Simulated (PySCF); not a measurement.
Electron correlation in Sb (antimony, neutral)

[Kr] 4d10 5s2 5p2 5d1, one real determinant (an excited configuration). Calculation: PySCF 2.14, in x2c-TZVPPall with one added diffuse shell each of s, p, d, f type (9s7p5d3f, 76 functions); scalar relativity by spin-free X2C-1e. Frozen: [Kr] 4d10; 5 electrons correlated.

```
  level  correlation energy (mhartree)
   CCSD                         -78.55
    (T)                         -10.00
CCSD(T)                         -88.55
```

Diagnostics: T1 = 0.044, D1 = 0.1378, largest double amplitude 0.584.

Task: Is a single reference adequate?

Result: Not fully. The real determinant used has ⟨L²⟩ near 8 against 12 for a pure F term, so it mixes terms. The outer electron is Rydberg-like, and this basis confines it to a smaller radius and binds it less than a complete one would. T1 exceeds 0.03, a sign that the reference determinant is poor. A double-excitation amplitude exceeds 0.15, a sign of near-degeneracy.

The reference is one real determinant that mixes LS terms of this configuration.
